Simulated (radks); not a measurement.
Values are calculated unless marked as measured or tabulated.
Problem. The mean radii <r> (bohr) of the occupied orbitals of an atom or ion are listed with their occupations. Level of theory: non-relativistic Kohn-Sham, exchange-only LDA, spin-polarised, spherical densities, point nucleus (a radial shooting solver on a logarithmic mesh with Libxc functionals).

| orbital | occ. | <r> |
|---|---|---|
| 1s up | 1 | 0.03548 |
| 1s down | 1 | 0.03548 |
| 2s up | 1 | 0.1549 |
| 2s down | 1 | 0.1549 |
| 2p up | 3 | 0.1326 |
| 2p down | 3 | 0.1326 |
| 3s up | 1 | 0.4285 |
| 3s down | 1 | 0.4283 |
| 3p up | 3 | 0.4224 |
| 3p down | 3 | 0.4222 |
| 3d up | 5 | 0.3990 |
| 3d down | 5 | 0.3986 |
| 4s up | 1 | 1.089 |
| 4s down | 1 | 1.082 |
| 4p up | 3 | 1.188 |
| 4p down | 3 | 1.181 |
| 4d up | 5 | 1.684 |
| 5s up | 1 | 3.282 |
| 5s down | 1 | 3.815 |

Name the element and its charge. Open shells, if any, are filled with parallel spins first.

Solution. Z = 43, technetium, charge 0: Tc in [Kr] 4d5 5s2. The 1s radius gives Z: for a bare nucleus <r> = 1.5/Z, 0.03488 bohr for Z = 43, and screening makes it slightly larger (0.03548 here). The occupations add up to 43, and the charge is Z minus that.
